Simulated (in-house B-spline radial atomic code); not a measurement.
A run on neutral lanthanum (an excited or competing configuration) that did not converge. Method: scalar-relativistic (X2C) BP86, spin-polarised, spherical fractional occupations, Fermi nucleus of rms radius 4.855 fm; computed with a B-spline radial code for spherical atoms. In the input, 2p2,3 would mean two up and three down electrons.

Command:
```bash
python run_scf.py task.json out
```
Settings (nuclear radius in fm, mass in u):
```
Z                57
configuration    1s2 2s2 2p6 3s2 3p6 3d10 4s2 4p6 4d10 4f0,1 5s2 5p6 5d1,0 6s0,1
hamiltonian      x2c
method           b88,p86
spin_polarised   True
nucleus          fermi
rms_radius       4.855
atomic_mass      138.90636
speed_of_light   137.035999084
```

First and last ten iterations of the last attempt (damped for 15 steps, keeping 80 % of the old Fock matrix, then DIIS):
```
 iter        energy (Eh)    residual
    1       -8487.268978    4.73e-01
    2       -8487.787544    3.94e-01
    3       -8490.846575    2.45e-01
    4       -8492.298027    1.48e-01
    5       -8492.952843    8.61e-02
    6       -8493.234596    4.88e-02
    7       -8493.350715    2.67e-02
    8       -8493.396827    1.51e-02
    9       -8493.414700    1.04e-02
   10       -8493.422268    7.36e-03
  111       -8493.422156    4.95e-03
  112       -8493.187239    3.84e-02
  113       -8493.184933    3.88e-02
  114       -8493.185583    3.87e-02
  115       -8493.192433    3.78e-02
  116       -8493.421540    5.47e-03
  117       -8493.208546    3.53e-02
  118       -8493.210867    3.50e-02
  119       -8493.210575    3.51e-02
  120       -8493.211815    3.50e-02
 not converged after 120 iterations
```

The smallest residual met was 3.2e-03; the threshold is about 6e-07. No energy from this run should be used. Time taken, with all properties: 2.4 s on 1 thread of Arm Neoverse V2, with other jobs on the host.
